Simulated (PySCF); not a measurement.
**Sn₂S: bending curve**

All numbers come from PBE0/[S def2-SVP, Sn def2-SVP with ECP28], scalar-relativistic core potentials, density fitting, no spin–orbit coupling, PySCF.

Rigid scan from the singlet minimum (Sn–Sn 2.914 Å, S–Sn 2.458 Å (×2); Sn–S–Sn 72.7°, S–Sn–Sn 53.7° (×2)). Coordinate: the Sn–S–Sn angle, bonds fixed. Energies in kJ/mol from the minimum.

```csv
bond angle (°),E (kJ/mol),dipole size (D)
80,14.8,1.93
90,59.3,1.49
100,109.0,1.13
110,155.5,0.86
120,197.7,0.66
130,236.5,0.49
140,273.1,0.33
150,308.2,0.17
160,192.3,1.11
170,190.2,0.56
180,189.6,0.00
```

With the bonds held, the linear shape lies 189.6 kJ/mol from the minimum.

The scan took 8 s on 2 threads of a shared Intel Xeon 6975P-C (Granite Rapids) host; the process peaked at 0.69 GiB. Launch command: `OMP_NUM_THREADS=2 python axn.py task.json out`.
